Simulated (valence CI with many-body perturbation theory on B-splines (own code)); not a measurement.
**Cr⁺ in three bases**

Computed by configuration interaction combined with many-body perturbation theory (CI+MBPT): five valence electrons over a frozen Dirac-Fock core [Ar], radial functions for each j: 7 s, 7 p, 8 d, 6 f, 4 g, 1 h, with the one-electron correlation potential Σ1, the two-electron term Σ2, the three-electron term Σ3, Breit, model QED; selected CI, second order for the rest, scaled by the run's own slope (own B-spline code, finite nucleus).

Set against measurement, 16 paired levels are off by 2020 cm⁻¹ on average, the worst by 3310. These come from a selection out of the NIST Handbook of Basic Atomic Spectroscopic Data. Levels without a partner in it may be off by more, other configurations by 1,000 to 4,000 cm⁻¹. Among the levels kept, up to 2800 cm⁻¹ of a level comes from second order outside the variational space, and about a tenth of that is noise between levels of different J, which matters for small intervals. Only levels of the ground parity were solved; by the run's estimate the other parity begins above the list, which can be wrong where configurations are misplaced.

The reference run has the lowest level 3d⁵ ⁶S_5/2 and an ionisation energy of 15.9757 eV. Its largest variational space holds 19999 state functions.

Changed runs:
A. basis 6 s, 6 p, 5 d, 5 f, 1 g
B. basis 5 s, 5 p, 4 d, 4 f

Excitation energies of the reference run in cm⁻¹, and shifts in cm⁻¹:

| Level | Reference | A | B |
| --- | --- | --- | --- |
| 3d⁴4s ⁶D_1/2 | 8745 | -1483 | -1374 |
| 3d⁴4s ⁶D_3/2 | 8859 | -1533 | -1424 |
| 3d⁴4s ⁶D_5/2 | 9004 | -1562 | -1459 |
| 3d⁴4s ⁶D_7/2 | 9139 | -1545 | -1442 |
| 3d⁴4s ⁶D_9/2 | 9286 | -1521 | -1405 |
| 3d⁴4s ⁴D_1/2 | 16219 | -1346 | -1099 |
| 3d⁴4s ⁴D_3/2 | 16372 | -1406 | -1159 |
| 3d⁴4s ⁴D_5/2 | 16579 | -1450 | -1210 |
| 3d⁴4s ⁴D_7/2 | 16785 | -1433 | -1188 |
| 3d⁵ ⁴G_9/2 | 19822 | +70 | +822 |
| 3d⁵ ⁴G_7/2 | 19826 | +60 | +812 |
| 3d⁵ ⁴G_5/2 | 19832 | +46 | +803 |
| Ionisation energy (eV) | 15.9757 | -0.2147 | -0.2088 |
